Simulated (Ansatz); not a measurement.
Consider the cleavage of the Zn–B bond: `C[SiH2][BH][ZnH]` + H–F → `[F][ZnH]` + `B[SiH2]C`.

Computed with Ansatz on PBE0-D4/def2-TZVP structures; ΔE is electronic, products minus reactants. CCSD(T)/CBS adds triple-zeta CCSD(T) − MP2 to the extrapolated MP2 energy (def2 sets, frozen cores). This one scheme is used for every species. DFT in def2-TZVPP. B3LYP here is the variant with VWN-RPA as its local correlation; programs differ in this. For Zn outer-core shells are correlated without core-valence functions, which leaves a few kJ/mol of doubt a bond. Scalar relativity is left out up to krypton. One conformer a species, not always the lowest.

```json
{"level": "PBE-D4", "ΔE (kJ/mol)": "-89.2", "difference from CCSD(T)/CBS": "9.8"}
{"level": "r2SCAN-D4", "ΔE (kJ/mol)": "-102.5", "difference from CCSD(T)/CBS": "-3.5"}
{"level": "PBE0-D4", "ΔE (kJ/mol)": "-89.2", "difference from CCSD(T)/CBS": "9.8"}
{"level": "B3LYP-D4", "ΔE (kJ/mol)": "-102.3", "difference from CCSD(T)/CBS": "-3.3"}
{"level": "ωB97X-V", "ΔE (kJ/mol)": "-106.3", "difference from CCSD(T)/CBS": "-7.3"}
{"level": "ωB97M-V", "ΔE (kJ/mol)": "-99.8", "difference from CCSD(T)/CBS": "-0.8"}
{"level": "B2PLYP", "ΔE (kJ/mol)": "-108.3", "difference from CCSD(T)/CBS": "-9.3"}
{"level": "PBE", "ΔE (kJ/mol)": "-93.5", "difference from CCSD(T)/CBS": "5.5"}
{"level": "r2SCAN", "ΔE (kJ/mol)": "-103.7", "difference from CCSD(T)/CBS": "-4.7"}
{"level": "PBE0", "ΔE (kJ/mol)": "-93.1", "difference from CCSD(T)/CBS": "5.9"}
{"level": "B3LYP", "ΔE (kJ/mol)": "-109.3", "difference from CCSD(T)/CBS": "-10.3"}
{"level": "HF/def2-TZVPP", "ΔE (kJ/mol)": "-125.6", "difference from CCSD(T)/CBS": "-26.6"}
{"level": "MP2/def2-TZVPP", "ΔE (kJ/mol)": "-98.2", "difference from CCSD(T)/CBS": "0.8"}
{"level": "SCS-MP2/def2-TZVPP", "ΔE (kJ/mol)": "-105.9", "difference from CCSD(T)/CBS": "-6.9"}
{"level": "CCSD/def2-TZVPP", "ΔE (kJ/mol)": "-100.3", "difference from CCSD(T)/CBS": "-1.3"}
{"level": "CCSD(T)/def2-TZVPP", "ΔE (kJ/mol)": "-96.3", "difference from CCSD(T)/CBS": "2.7"}
{"level": "HF/def2-QZVPP", "ΔE (kJ/mol)": "-131.2", "difference from CCSD(T)/CBS": "-32.2"}
{"level": "MP2/def2-QZVPP", "ΔE (kJ/mol)": "-101.7", "difference from CCSD(T)/CBS": "-2.7"}
{"level": "SCS-MP2/def2-QZVPP", "ΔE (kJ/mol)": "-109.1", "difference from CCSD(T)/CBS": "-10.1"}
{"level": "HF/CBS(def2)", "ΔE (kJ/mol)": "-132.0", "difference from CCSD(T)/CBS": "-33.0"}
{"level": "MP2/CBS(def2)", "ΔE (kJ/mol)": "-101.0", "difference from CCSD(T)/CBS": "-2.0"}
{"level": "CCSD/CBS(def2)", "ΔE (kJ/mol)": "-103.0", "difference from CCSD(T)/CBS": "-4.0"}
{"level": "CCSD(T)/CBS", "ΔE (kJ/mol)": "-99.0", "difference from CCSD(T)/CBS": "0"}
```

Largest T1 diagnostic among the species: 0.018.

The D4 term adds +7.0 kJ/mol with B3LYP and +3.9 kJ/mol with PBE0; it sums over pairs of atoms, weighted by their polarisabilities, and B3LYP, whose exchange is more repulsive, gets the larger term. In def2-TZVPP, CCSD(T) changes the Hartree–Fock value by +29.3 kJ/mol (the triples alone add +4.0 kJ/mol) and MP2 by +27.4 kJ/mol.
